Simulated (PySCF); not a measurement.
## Vertical excitation energies

Compound: C2H5BClN.
InChI=1S/C2H5BClN/c1-2-5-3-4/h3H2,1H3

Computed, not measured: TDDFT PBE0/def2-SVPD, vertical, gas phase, core orbitals frozen in the response (PySCF). Isolated species at its PBE0-D3(BJ)/def2-SVP geometry, gas phase.

```tsv
state	E (eV)	E (hartree)	f	|μ| (D)	main configurations (H = HOMO, L = LUMO)
S1	4.73	0.1739	0.0001	0.08	H→L (99%)
S2	5.15	0.1891	0.046	1.54	H→L+1 (98%)
S3	5.45	0.2003	0.014	0.82	H-1→L (98%)
S4	5.69	0.2089	0.0007	0.18	H-1→L+1 (100%)
S5	5.91	0.2170	0.0000	0.03	H→L+2 (98%)
S6	6.59	0.2423	0.0038	0.39	H-1→L+2 (96%)
S7	6.62	0.2434	0.0013	0.22	H-3/H-2→L (≥89%)
S8	6.85	0.2516	0.031	1.10	H-3/H-2→L (≥53%), H-3/H-2→L+1 (≥41%)
S9	6.92	0.2543	0.0057	0.47	H-3/H-2→L+1 (≥89%)
S10	7.27	0.2672	0.0001	0.04	H→L+3 (94%)
```

Triplets, Tamm–Dancoff:

```
state  E (eV)  λ (nm)  main configurations (H = HOMO, L = LUMO)
   T1    4.59   270.1                                 H→L (97%)
   T2    4.73   262.4                               H→L+1 (92%)
   T3    5.24   236.8                               H-1→L (96%)
   T4    5.58   222.2                             H-1→L+1 (99%)
```

The lowest singlet lies at 4.73 eV (262 nm, ultraviolet) and is dark (f under 0.0005); its leading configuration is HOMO→LUMO (99%). The most intense listed level is S2 at 5.15 eV (241 nm, f = 0.046), 0.42 eV above S1. Löwdin shares by element: HOMO chlorine 60%, boron 18%, hydrogen 18% or more; LUMO carbon 46%, nitrogen 33%, hydrogen 6% or more. The listed states span 2.54 eV, and the widest gap between neighbours is 0.69 eV (S5 to S6). Orbital energies (eV): HOMO-3 -9.20, HOMO-2 -9.19, HOMO-1 -7.69, HOMO -7.03, LUMO -1.10, LUMO+1 -0.92, LUMO+2 -0.34. The oscillator strengths of these states sum to 0.103; summed over the whole spectrum of an exact calculation they would give the number of electrons, 46 (Thomas–Reiche–Kuhn). The vertical ionisation energy (ΔSCF) is 9.27 eV, 2.00 eV above S10. Orbitals of the list HOMO-3 to LUMO+2 that lie within 0.01 eV of each other are written together with a slash and their weights summed (≥ marks a lower bound); for degenerate orbitals outside that list single weights are arbitrary. Singlets were solved by full linear response, triplets in the Tamm–Dancoff approximation.
